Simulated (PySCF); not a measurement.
Species: C7H8O3.
Numbering: `[O:1]=[CH:2][O:3][C@@H:4]1[CH2:5][CH2:6][CH:7]=[CH:8][C:9]1=[O:10]`

Geometry (GFN2-xTB, Å), atoms numbered from 1 in this order:
```xyz
18
C7H8O3 angstrom
O      2.9260    0.6964    1.3210
C      2.9736    0.3843    0.1687
O      1.9789   -0.0853   -0.5662
C      0.6867   -0.0770    0.0373
C     -0.1913   -1.1527   -0.5885
C     -1.5489   -1.1650    0.1091
C     -2.1221    0.2072    0.2194
C     -1.3995    1.3199    0.0973
C      0.0469    1.3048   -0.1430
O      0.6956    2.2769   -0.4402
H      3.8856    0.4109   -0.4499
H      0.8029   -0.2445    1.1198
H      0.2978   -2.1241   -0.5040
H     -0.3169   -0.9267   -1.6491
H     -1.4429   -1.5727    1.1207
H     -2.2444   -1.8142   -0.4268
H     -3.1849    0.2690    0.4114
H     -1.8521    2.2992    0.1514
```

NICS = −σ at a ghost point: NICS(0) at the centroid of the ring atoms, NICS(1) 1 Å to either side along the normal of their mean plane, zz for the tensor component along that normal. Level: GIAO PBE0/pcSseg-1 (PySCF, non-relativistic, gas phase) on the GFN2-xTB geometry, one conformer.

Ring bond lengths (Å), with Mayer bond orders in brackets: C4–C5 1.523 (1.01), C5–C6 1.526 (1.04), C6–C7 1.491 (1.04), C7–C8 1.332 (1.81), C8–C9 1.466 (1.06), C9–C4 1.533 (0.91).

Give the NICS values of each ring in ppm.

| ring | type | NICS(0) | NICS(1), two faces | NICS(1)zz, two faces | rms pucker (Å) | centre to ring atoms, mean (Å) |
| --- | --- | --- | --- | --- | --- | --- |
| C4–C5–C6–C7–C8–C9 | 6-membered carbocycle; formal bonds 1 double, 5 single | 1.5 | -2.3 / -1.3 | 1.2 / 3.3 | 0.20 | 1.44 |

What do they say, and how far can they be read as aromaticity?

- C4–C5–C6–C7–C8–C9: mean NICS(1)zz 2.3 ppm, near zero. C4, C5, C6 have four or more neighbours, and the NICS criterion for π rings isn't applied.

At the first NICS(1) probe listed for ring C4–C5–C6–C7–C8–C9, 1 Å off the ring, what do the in-plane components average?

The isotropic value is a third of the trace: (3 × -2.3 − (1.2))/2 = -4.0 ppm.

What are the shieldings of the ring atoms and their hydrogens in the same run (means over atoms taken as equivalent)?

```json
{"atoms": "C4", "environment": "sp3 carbon bound to oxygen", "σ isotropic (ppm)": "109.7", "principal values of the symmetric part, first atom (ppm)": "83.1, 105.5, 140.5"}
{"atoms": "C5", "environment": "ring CH2 carbon", "σ isotropic (ppm)": "154.6", "principal values of the symmetric part, first atom (ppm)": "133.9, 161.7, 168.3"}
{"atoms": "C6", "environment": "allylic carbon", "σ isotropic (ppm)": "156.6", "principal values of the symmetric part, first atom (ppm)": "145.5, 158.6, 165.6"}
{"atoms": "C7", "environment": "alkene CH carbon", "σ isotropic (ppm)": "29.0", "principal values of the symmetric part, first atom (ppm)": "-97.4, 25.8, 158.5"}
{"atoms": "C8", "environment": "alkene CH carbon", "σ isotropic (ppm)": "51.4", "principal values of the symmetric part, first atom (ppm)": "-48.6, 63.6, 139.2"}
{"atoms": "C9", "environment": "ketone carbonyl carbon", "σ isotropic (ppm)": "-9.6", "principal values of the symmetric part, first atom (ppm)": "-99.2, -31.4, 101.8"}
{"atoms": "H12", "environment": "methine hydrogen", "σ isotropic (ppm)": "26.01", "principal values of the symmetric part, first atom (ppm)": "21.2, 26.7, 30.2"}
{"atoms": "H13", "environment": "methylene hydrogen", "σ isotropic (ppm)": "29.53", "principal values of the symmetric part, first atom (ppm)": "24.5, 28.6, 35.4"}
{"atoms": "H14", "environment": "methylene hydrogen", "σ isotropic (ppm)": "29.52", "principal values of the symmetric part, first atom (ppm)": "25.4, 28.9, 34.3"}
{"atoms": "H15", "environment": "methylene hydrogen", "σ isotropic (ppm)": "28.97", "principal values of the symmetric part, first atom (ppm)": "25.4, 27.1, 34.4"}
{"atoms": "H16", "environment": "methylene hydrogen", "σ isotropic (ppm)": "29.18", "principal values of the symmetric part, first atom (ppm)": "24.6, 27.3, 35.7"}
{"atoms": "H17", "environment": "vinylic hydrogen", "σ isotropic (ppm)": "24.49", "principal values of the symmetric part, first atom (ppm)": "22.6, 23.3, 27.5"}
{"atoms": "H18", "environment": "vinylic hydrogen", "σ isotropic (ppm)": "25.41", "principal values of the symmetric part, first atom (ppm)": "23.7, 24.5, 28.1"}
```

Time: 39 s; peak memory 0.95 GiB. Hardware: one thread of an Arm Neoverse V1, no GPU, shared host. This is the whole shielding run at PBE0/pcSseg-1, SCF included.
